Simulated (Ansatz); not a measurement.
# Which method gave which barrier?

Saddle point of CH₇ClGe, singlet (CH₆Ge ([CH3][GeH3]) + HCl → CH₅ClGe ([CH3][GeH2][Cl]) + H₂; bonds formed: Ge1–Cl7, H2–H6; bonds broken: Ge1–H2, H6–Cl7), PBE0-D4/def2-TZVP structure:

```
10
angstrom
Ge -0.4664 0.0497 -0.5957
H 0.9605 0.8319 -1.4712
H -0.3426 -0.8648 -1.8502
H -1.7577 0.8494 -0.7342
C 0.0000 -0.9753 0.9718
H 0.9129 1.3930 -0.8044
Cl 0.3933 2.2030 0.7048
H -0.3789 -1.9936 0.8636
H -0.4076 -0.4897 1.8555
H 1.0863 -1.0037 1.0601
```

Computed with Ansatz 0.2.0 (basis: def2-TZVPP, with def2-QZVPP for the basis limit); correlated methods freeze the cores. Filled d shells of the heavier atoms are correlated. The def2 sets are not built for correlating such inner shells, so the correlated values are less sure here. B3LYP uses VWN-RPA correlation. Extrapolation: Hartree–Fock as exp(−7.88 √X), correlation as X^−2.97. Four methods, as single points on the PBE0-D4 structures, gave these electronic barriers from the start structure: 28.97, 37.07, 40.07, 48.51 kcal/mol.

**Question.** The methods were, in alphabetical order, B3LYP-D4, HF, MP2, SPW92. Which gave which? (A judgement: the text doesn't fix the answer.)

**Answer.** Computed: SPW92 28.97; B3LYP-D4 37.07; MP2 40.07; HF 48.51 kcal/mol. For comparison, CCSD(T) at an estimated basis limit (MP2 extrapolated from triple and quadruple zeta, plus CCSD(T) − MP2 in triple zeta) gives 39.57 kcal/mol.

No T1 diagnostic of these runs exceeds 0.012.

Labels in which every atom is bracketed show which atoms are joined, not bond orders.

For scale, one of the runs: CCSD(T)/def2-TZVPP, 219 basis functions, launched by `ansatz run in.yaml --threads 4 --pin off --events-out ev --progress --plain --max-ram 9574MiB`. Time: 100 s of wall clock on 4 CPU threads of an Intel Xeon; the host was shared. Peak host memory: 3.2 GiB.
